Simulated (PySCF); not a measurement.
HSE06 on S- (sulfur, charge -1), [Ne] 3s2 3p5, 2P determinant. Calculation: PySCF 2.14, in aug-cc-pCVTZ-DK (8s7p5d3f, 75 functions); scalar relativity by spin-free X2C-1e.

```
cycle= 1 E= -399.165717552011  delta_E= -0.00849  |g|= 0.0185  |ddm|= 0.191
cycle= 2 E= -399.165781088199  delta_E= -6.35e-05  |g|= 0.0181  |ddm|= 0.0594
cycle= 3 E= -399.165992813443  delta_E= -0.000212  |g|= 0.00436  |ddm|= 0.0376
cycle= 4 E= -399.166004507772  delta_E= -1.17e-05  |g|= 0.000923  |ddm|= 0.0072
cycle= 5 E= -399.166005650057  delta_E= -1.14e-06  |g|= 0.00016  |ddm|= 0.00349
cycle= 6 E= -399.166005697968  delta_E= -4.79e-08  |g|= 3.26e-05  |ddm|= 0.000796
cycle= 7 E= -399.166005700159  delta_E= -2.19e-09  |g|= 2.35e-06  |ddm|= 0.000207
cycle= 8 E= -399.166005700169  delta_E= -1.06e-11  |g|= 2.39e-07  |ddm|= 1.53e-05
converged SCF energy = -399.166005700169  <S^2> = 0.75574669  2S+1 = 2.0057385
```

Highest occupied orbital energy: 0.524 eV; ⟨L²⟩ = 2.03; populations by l: s 6.00, p 11.00, d 0.00, f 0.00.

(1) Can this result be used?

Results:

(1) With care. Self-consistency was reached. At HSE06 the highest occupied level has a positive energy, so only the finite basis holds that electron; in a semilocal or global hybrid functional this comes from self-interaction and does not mean that the real anion is unbound.
